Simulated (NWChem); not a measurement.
System meant: C$_{2}$H$_{8}$OSi; SMILES [SiH2](C)OC

NWChem input:

```
start job
memory heap 200 mb stack 900 mb global 1100 mb
geometry units angstroms noautosym nocenter noautoz
  Si     0.481019     0.490683    -0.001216
  C     -0.575349     2.025113    -0.000948
  O     -0.547054    -0.822465    -0.000105
  C     -0.124875    -2.154947    -0.001148
  H      1.365665     0.444170    -1.212125
  H      1.367721     0.445102     1.208215
  H      0.054931     2.928129    -0.003334
  H     -1.221316     2.052573    -0.891482
  H     -1.217971     2.054914     0.891918
  H      0.480875    -2.401350    -0.893816
  H     -1.010093    -2.809840    -0.004810
  H      0.475658    -2.404193     0.894231
end
basis spherical
  * library def2-svp
end
dft
  xc m06-l
  iterations 150
end
property
  shielding 9 1 2 3 4 5 7 8 10 11
end
task dft property
```

End of the output:

```
 Vector   24  Occ=0.000000D+00  E= 9.082165D-02
              MO Center=  1.0D-01,  8.8D-01,  7.1D-05, r^2= 4.6D+00
   Bfn.  Coefficient  Atom+Function         Bfn.  Coefficient  Atom+Function
  ----- ------------  ---------------      ----- ------------  ---------------
    13      1.220414   1 Si pz               62      0.918561   5 H  s
    67     -0.919809   6 H  s                77      0.696865   8 H  s
    82     -0.698919   9 H  s                27      0.414318   2 C  pz
    10      0.307566   1 Si pz               81     -0.198267   9 H  s
    55     -0.197256   4 C  pz               76      0.197942   8 H  s

 center of mass
 --------------
 x =  -0.08444120 y =  -0.01673963 z =  -0.00179299

 moments of inertia (a.u.)
 ------------------
         592.044232458578           0.358852260485           0.037853649717
           0.358852260485         106.021640836786           0.023909396633
           0.037853649717           0.023909396633         654.029287676973

     Multipole analysis of the density
     ---------------------------------

     L   x y z        total         alpha         beta         nuclear
     -   - - -        -----         -----         ----         -------
     0   0 0 0      0.000000    -21.000000    -21.000000     42.000000

     1   1 0 0      0.102916      1.514143      1.514143     -2.925371
     1   0 1 0     -0.019080      0.160211      0.160211     -0.339503
     1   0 0 1     -0.000474      0.039110      0.039110     -0.078694

     2   2 0 0    -26.200757    -41.498804    -41.498804     56.796850
     2   1 1 0     -0.474321      2.559011      2.559011     -5.592342
     2   1 0 1      0.001113      0.007326      0.007326     -0.013540
     2   0 2 0    -21.821783   -186.068986   -186.068986    350.316190
     2   0 1 1      0.001177      0.003716      0.003716     -0.006256
     2   0 0 2    -25.571302    -23.709381    -23.709381     21.847460

          -----------------------------------------
          Chemical Shielding Tensors (GIAO, in ppm)
          -----------------------------------------

 ------------------------------------------------------------------------
  xm06: d2 not coded                    0
 ------------------------------------------------------------------------
 ------------------------------------------------------------------------
  current input line :
    27: task dft property
 ------------------------------------------------------------------------
 ------------------------------------------------------------------------
 This error has not yet been assigned to a category
 ------------------------------------------------------------------------
 For more information see the NWChem manual at https://nwchemgit.github.io

0: xm06: d2 not coded:Received an Error in Communication
```

Q: What is wrong, and how is it mended?

A: The run crashed. Cause: this functional's second derivatives, which shieldings need, aren't coded here; the fix takes a hybrid GGA instead. This input runs:
```
start job
memory heap 200 mb stack 900 mb global 1100 mb
geometry units angstroms noautosym nocenter noautoz
  Si     0.481019     0.490683    -0.001216
  C     -0.575349     2.025113    -0.000948
  O     -0.547054    -0.822465    -0.000105
  C     -0.124875    -2.154947    -0.001148
  H      1.365665     0.444170    -1.212125
  H      1.367721     0.445102     1.208215
  H      0.054931     2.928129    -0.003334
  H     -1.221316     2.052573    -0.891482
  H     -1.217971     2.054914     0.891918
  H      0.480875    -2.401350    -0.893816
  H     -1.010093    -2.809840    -0.004810
  H      0.475658    -2.404193     0.894231
end
basis spherical
  * library def2-svp
end
dft
  xc pbe0
  iterations 150
end
property
  shielding 9 1 2 3 4 5 7 8 10 11
end
task dft property
```
It converges to -445.25933 Ha (PBE0/def2-SVP, GIAO).
